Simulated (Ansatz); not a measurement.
Z-matrix (Å, degrees):
```
C
O 1 1.376
F 1 1.374 2 110.3
H 1 1.095 2 111.3 3 118.9
H 1 1.092 2 108.2 3 -117.9
Si 2 1.643 1 126.7 3 -58.7
Br 6 2.220 2 109.9 1 -50.9
H 6 1.476 2 112.3 1 68.2
H 6 1.474 2 105.5 1 -168.3
```

Total charge 0; spin multiplicity 1.

Task: List the B3LYP/def2-TZVPP orbital energies in eV (Ansatz 0.2.0). (Estimate.)

Result: The calculation gave: Occupied: -13139.27, -1800.68, -1700.93, -1532.62, -1532.57, -1532.57, -671.75, -521.48, -280.72, -236.71, -177.57, -177.40, -177.39, -145.05, -100.43, -100.36, -100.32, -71.86, -71.81, -71.80, -71.66, -71.66, -33.35, -28.82, -21.46, -19.40, -15.85, -14.62, -14.58, -13.50, -11.44, -11.20, -10.96, -10.18, -9.55, -9.01, -8.56, -8.31. Lowest empty: -0.13, 0.20, 0.99, 1.63, 1.80, 2.42, 2.68, 3.10.

B3LYP here is the variant with VWN-RPA as its local correlation; programs differ in this.
